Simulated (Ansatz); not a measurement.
The first iterations of a band of H3P + H4O4Sn (13 atoms, charge 0, multiplicity 1).

The calculation used RKS PBE0-D4/def2-SVP (Ansatz).

```json
{
 "movable images": "7",
 "climbing image": "yes",
 "spring": "5.0 eV/Å²",
 "optimiser": "quadratic models (default)",
 "start path": "through a guess of the saddle point",
 "force threshold": "0.05 eV/Å",
 "iteration limit": "60",
 "end points": "relaxed"
}
```

Initial state:

```xyz
13
Properties=species:S:1:pos:R:3
Sn -0.158 -0.315 0.088
O -0.365 -0.398 2.041
H -0.642 0.458 2.392
O 1.677 -0.242 -0.618
H 1.979 -1.124 -0.871
O -1.109 1.312 -0.483
H -0.807 1.615 -1.349
O -0.869 -2.004 -0.628
H -1.556 -2.369 -0.056
P 1.919 2.739 1.526
H 2.483 1.786 0.625
H 0.696 2.828 0.790
H 1.411 1.722 2.392
```

Final state:

```xyz
13
Properties=species:S:1:pos:R:3
Sn 0.535 0.390 0.011
O -0.950 0.214 2.171
H -1.579 0.570 1.506
O 1.109 0.346 -1.889
H 1.199 -0.572 -2.173
O -1.320 1.142 -0.176
H -1.615 1.135 -1.095
O 0.499 -1.546 0.412
H 0.015 -1.653 1.242
P 2.007 1.925 1.312
H 2.903 0.845 1.592
H 2.700 2.292 0.116
H -0.844 0.919 2.819
```

| iteration | highest image above the first end (eV) | largest band force component (eV/Å) |
| --- | --- | --- |
| 1 | 15.574 | 54.209 |
| 2 | 2.115 | 8.828 |
| 3 | 1.260 | 4.559 |
| 4 | 0.708 | 2.056 |
| 5 | 0.617 | 0.875 |
| 6 | 0.496 | 0.539 |
| 7 | 0.465 | 0.398 |

**Question.** Does the band converge within its limit, and where does its top end?

**Answer.** It converged. It ended after 23 iterations with the highest image 0.875 eV above the first end. Neighbouring images differ by up to 1.3 eV, so the band resolves the path poorly. A vibrational analysis at the climbing image gives one clearly imaginary mode, 1152i cm⁻¹: a first-order saddle point. The orbitals stay closed-shell, which can raise the energy where a bond breaks towards radicals; this wasn't checked here.

Run time: 7.2 min on 4 threads of Arm Neoverse V2, on a shared host, peak memory 0.44 GiB.
